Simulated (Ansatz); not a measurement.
Stepwise reaction of `CC[N](C)[Ge]([Cl])([Cl])[N](C)CC` with hydrogen chloride, as a gas-phase model of exchange steps in deposition or etching. ΔE in kJ/mol.

Isolated molecules relaxed with PBE0-D4/def2-TZVP in Ansatz; ΔE leaves out vibrations. CBS: MP2 limit from def2 TZ/QZ plus the TZ coupled-cluster correction, frozen cores. This one scheme is used for every species. DFT in def2-TZVPP. B3LYP here is the variant with VWN-RPA as its local correlation; programs differ in this. For Ge outer-core shells are correlated without core-valence functions, which leaves a few kJ/mol of doubt a bond. Scalar relativity is left out up to krypton. One conformer a species, not always the lowest.

```json
{"step": "2", "reaction": "`CC[N](C)[Ge]([Cl])([Cl])[Cl]` + HCl → `[Cl][Ge]([Cl])([Cl])[Cl]` + `CCNC`", "PBE-D4": "-41.9", "B3LYP-D4": "-39.7", "ωB97M-V": "-40.3", "CCSD(T)/CBS": "-31.0"}
```

(1) Give the row of step 1, `CC[N](C)[Ge]([Cl])([Cl])[N](C)CC` + HCl → `CC[N](C)[Ge]([Cl])([Cl])[Cl]` + `CCNC`. (Estimate.)

(2) By hand: ΔE of the 2 steps together at CCSD(T)/CBS.

Answers

(1) Computed: 
```tsv
step	reaction	PBE-D4	B3LYP-D4	ωB97M-V	CCSD(T)/CBS
1	`CC[N](C)[Ge]([Cl])([Cl])[N](C)CC` + HCl → `CC[N](C)[Ge]([Cl])([Cl])[Cl]` + `CCNC`	-49.4	-47.4	-47.6	-41.3
```

(2) (-41.3) + (-31.0) = -72.3 kJ/mol, or -36.1 kJ/mol a step.

In ΔE each step is higher than the one before. All are downhill at CCSD(T)/CBS. PBE-D4 differs from CCSD(T)/CBS by -10.9 to -8.1 kJ/mol a step. Isolated molecules leave out the surface, adducts and barriers. Largest T1 diagnostic: 0.010.
